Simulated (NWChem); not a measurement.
# GeH$_{2}$ClF; SMILES [F][GeH2][Cl]

All runs: NWChem. Pople sets run with spherical d functions. All runs use the structure optimised with B3LYP/6-31G* (spherical d). LC-ωPBE (HJS hole) with 6-31G*; x = 1 − exp(−ω/0.25 bohr⁻¹) is a scale chosen for this fit.

```
row           x  −ε(HOMO) (eV)
--------  -----  -------------
ω = 0.25  0.632          10.80
ω = 0.35  0.753       withheld
ω = 0.50  0.865          12.35
ω = 0.60  0.909          12.69
ω = 0.80  0.959          13.09
```

Problem. Fit a straight line of the last column on the one before it, predict the withheld value, and compare with the run.

Solution. 
1. Means of the 4 shown rows: x = 0.8412, y = 12.232. Slope Σ(x − x̄)(y − ȳ)/Σ(x − x̄)² = 0.4345/0.06280 = 6.918; intercept 6.413.
2. The shown rows scatter about the line by 0.033 (root mean square); the largest residual is -0.05, at ω = 0.50.
3. At x = 0.753 (ω = 0.35; inside the shown range) the line gives 11.62.
4. The run gives 11.57, -0.05 from the line, 1.5 times the scatter.
